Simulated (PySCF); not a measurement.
Coordinates in bohr (charge 0 multiplicity 3):
```
Rh   -1.3286    0.0000   -0.9765
O    -4.2133    0.0000    0.3335
Br    2.5864    0.0000    1.2057
```

Level of theory: UB3LYP in PySCF with Rh def2-SVP with ECP28, O def2-SVP, Br def2-SVP; scalar-relativistic core potentials, no spin–orbit coupling; density-fitted integrals.

This geometry of RhOBr is a stationary point at this level.

Question: What is the point group?

Answer: Cs.

Question: Is it a minimum?

Answer: Yes: all harmonic wavenumbers are real.

Question: What are the dipole moment and the gap between the highest occupied and lowest empty levels of either spin?

Answer: 2.24 D and 2.81 eV.

Question: Give the ideal-gas entropy at 298.15 K and 1 bar by parts.

Answer: translation 174.8, rotation 109.4, vibration 21.5, spin 9.1; total 314.8 J/(mol K).

This need not be the most stable arrangement of these atoms. With open d or f shells other occupations or spin states may lie lower.
